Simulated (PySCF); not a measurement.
A made-up structure of CH4OSn, singlet:

| atom | x (Å) | y (Å) | z (Å) |
| --- | --- | --- | --- |
| C1 | -0.8218 | -0.4314 | -0.6226 |
| O2 | -0.3613 | -1.0715 | 0.4113 |
| Sn3 | 0.7746 | 0.8226 | 0.2769 |
| H4 | -0.5819 | -1.6541 | 1.1548 |
| H5 | -1.7866 | 0.0877 | -0.5588 |
| H6 | 0.4328 | 1.3217 | 1.8818 |
| H7 | 2.3191 | 0.0768 | 0.2701 |

It is relaxed with PBE-D4/def2-SVP and then PBE0-D4/def2-TZVP (PySCF 2.14 with density fitting (its default auxiliary sets; JK sets also for MP2 and CCSD(T))). Atoms count as bonded within 1.22 times the sum of their covalent radii (H–H: 0.88 Å). The end point is not checked to be a true minimum.

Does its bonding change? (Judge from chemistry; the calculation decides.)

The calculation gives: Yes. Formed: none; broken: O2–Sn3.

Where it ends: The first stage lowers the energy by 2.70 eV in 34 steps. It ends as CH₄OSn ([OH][CH][SnH2]):
```csv
atom,x (Å),y (Å),z (Å)
C1,-0.5275,-0.4891,0.4035
O2,-0.8658,-0.9604,1.5982
Sn3,0.8666,1.0049,0.0591
H4,-1.7712,-1.2925,1.6101
H5,-1.2960,-0.6303,-0.3644
H6,2.2311,0.7664,1.0789
H7,1.3499,0.7018,-1.5671
```

Labels in which every atom is bracketed show which atoms are joined, not bond orders.

For scale, one of the runs: PBE0-D4/def2-TZVP relaxation, 136 basis functions, launched by `OMP_NUM_THREADS=2 python run.py`. Hardware: 2 CPU threads of an Intel Xeon, shared host. Wall time 65 s; peak host memory 1.4 GiB.
